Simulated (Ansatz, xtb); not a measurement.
## GeH6Si2: which of two structures lies lower

Structure X: a singlet given by its coordinates. Structure Y: `[SiH3][Ge][SiH3]`, a singlet. Both are isolated molecules in the gas phase, relaxed with PBE-D3(BJ)/def2-SVP.

X (Å):

```xyz
9

Ge    1.1207   -0.6256   -1.0276
Si    1.8849    1.1537    1.0239
Si   -0.3153    0.7227    0.4575
H     2.4495    0.6045    2.3033
H     2.5691    2.4171    0.5940
H     2.5340    0.0400    0.0253
H    -1.0637    0.0719    1.5857
H    -1.0162    1.9509   -0.0462
H     1.2993    0.7533   -1.8478
```

Close contacts (Å): Ge1–Si2 2.82, Ge1–Si3 2.47, Si2–Si3 2.31, Ge1–H6 1.88, Ge1–H9 1.61, Si2–H4 1.50, Si2–H5 1.50, Si2–H6 1.63, Si3–H7 1.50, Si3–H8 1.50.

Y (Å):

```xyz
9

Ge    1.7452    2.2186   -0.5253
Si    2.2451    0.9476    1.5171
Si   -0.1437    0.6907   -0.8921
H     1.3680    1.6884    2.5103
H     3.6672    1.0611    2.0053
H     1.8371   -0.5052    1.5601
H    -0.7732    0.0451    0.3186
H    -1.2415    1.2354   -1.7704
H     0.5537   -0.4082   -1.6733
```

Energies in hartree; the thermal terms are from PBE-D3(BJ)/def2-SVP harmonic frequencies (ideal gas, rigid rotor, one conformer each, 298.15 K, 1 atm) and include the zero-point energy:

```
                                X            Y
E, CCSD(T)/def2-TZVP  −2657.245210  −2657.245217
   zero-point energy      0.046869      0.046585
        H(298 K) − E      0.054184      0.055016
        G(298 K) − E      0.016643      0.014985
```

Work out ΔE, ΔE₀, ΔH and ΔG for X → Y in kcal/mol (1 Eh = 627.51 kcal/mol) and the equilibrium ratio [Y]/[X].

1. ΔE = −2657.245217 − (−2657.245210) = −0.000007 Eh = 0.00 kcal/mol.
2. ΔE₀ = ΔE + ΔZPE = −0.000007 + (−0.000284) Eh = −0.18 kcal/mol.
3. ΔH = ΔE + (+0.000832) Eh = +0.52 kcal/mol.
4. ΔG = ΔE + (−0.001658) Eh = −1.04 kcal/mol, so ΔS = (ΔH − ΔG)/T = +21.9 J/(mol K).
5. kT = 0.9442 mEh, so K = [Y]/[X] = exp(−ΔG/kT) = exp(+1.76) ≈ 5.8.

Structure Y is favoured at this temperature. An error of 1 kcal/mol in ΔG would change K by a factor of 5.4. Mirror images and further conformers aren't counted.

Other levels gave ΔE = +4.3 (PBE-D3(BJ)/def2-SVP); −9.4 (HF/def2-TZVP); +1.2 (MP2/def2-TZVP) kcal/mol. The correlated steps freeze 19 core orbitals; the filled d shell of Ge is correlated, in a basis made for valence electrons. Programs: Ansatz 0.2.0.
